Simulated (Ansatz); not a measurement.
Species: C₄H₁₀B, charge 0, multiplicity 2. It need not be the lowest isomer of its formula. SMILES: C[CH]B(C)C
Coordinates optimised at B3LYP-D3(BJ)/def2-TZVP (Ansatz, a quantum-chemistry and plane-wave program):
```xyz
15

C      2.1369     0.3044    -0.0794
C      0.9147    -0.4930    -0.3596
B     -0.5314    -0.1238     0.0026
C     -0.8441     1.2212     0.7676
C     -1.7135    -1.0803    -0.4056
H      1.9234     1.2439     0.4294
H      2.8454    -0.2651     0.5363
H      2.6787     0.5319    -1.0064
H      1.1060    -1.4303    -0.8817
H     -0.7254     2.0651     0.0746
H     -1.8620     1.2742     1.1585
H     -0.1503     1.4193     1.5899
H     -2.1939    -1.4734     0.4999
H     -2.5040    -0.5282    -0.9266
H     -1.4244    -1.9320    -1.0245
```
Charge 0, spin multiplicity 2.

Atomisation energy built up term by term with Ansatz (kcal/mol; UHF references for open shells; valence terms freeze the core; atomic spin-orbit terms are left out). Basis-set limits of correlation are two-point, X^-3; Hartree-Fock from the larger set.

```json
[
 {"term": "Hartree-Fock", "basis": "cc-pVQZ", "kcal/mol": "1086.68"},
 {"term": "CCSD correlation", "basis": "CBS(cc-pVTZ,cc-pVQZ)", "kcal/mol": "291.24"},
 {"term": "(T)", "basis": "CBS(cc-pVTZ,cc-pVQZ)", "kcal/mol": "15.70"},
 {"term": "core correlation", "basis": "cc-pwCVTZ", "kcal/mol": "5.79"},
 {"term": "scalar relativity (X2C)", "basis": "cc-pVTZ-DK against cc-pVTZ", "kcal/mol": "-0.80"},
 {"term": "sum: De", "basis": "", "kcal/mol": "1398.6"}
]
```

(T) makes 1.1 % of the CCSD(T) atomisation energy; under 5 % is typical of single-reference molecules.
